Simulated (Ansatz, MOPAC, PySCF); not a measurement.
Reaction (SMILES): C[SiH2]B([O])O → B(O)(O)[SiH]C

Wanted: isomerisation energy (enthalpy at 298 K), in kcal/mol. Set-up: UHF or UKS for open shells; non-relativistic; dispersion terms only where a functional's name holds one; six Cartesian d functions in 6-31G* and its kin unless marked 5d; no spin-orbit coupling. Ab initio and DFT rows: single points at B3LYP-D3(BJ) geometries (Ansatz, a first-principles code), with unscaled harmonic terms from B3LYP/6-31G* (Ansatz) at its own minima. Semi-empirical rows: MOPAC heats of formation at their own minima for 298 K.

```
species         coefficient  E at M06-2X/6-31G* (5d) (PySCF), Eh  E at wB97X-V/def2-TZVPD (Ansatz), Eh  H(298 K) - E, kcal/mol  heat of formation at MNDO (MOPAC), kcal/mol
--------------  -----------  -----------------------------------  ------------------------------------  ----------------------  -------------------------------------------
C[SiH2]B([O])O           -1                           -506.39695                            -506.53426                   52.46                                      -125.49
C[SiH]B(O)O              +1                           -506.41987                            -506.55561                   54.68                                      -145.61
```

 1 Eh = 627.5095 kcal/mol.

Question: Compute it at each level from the table.

Answer: 
- M06-2X/6-31G* (5d): the sum of coefficient times E is -0.02292 Eh, or -14.38 kcal/mol; the thermal terms add 2.22. Result: -12.2 kcal/mol.
- wB97X-V/def2-TZVPD: the sum of coefficient times E is -0.02135 Eh, or -13.40 kcal/mol; the thermal terms add 2.22. Result: -11.2 kcal/mol.
- MNDO: the sum of coefficient times heat of formation is -20.12 kcal/mol; it needs no thermal term.
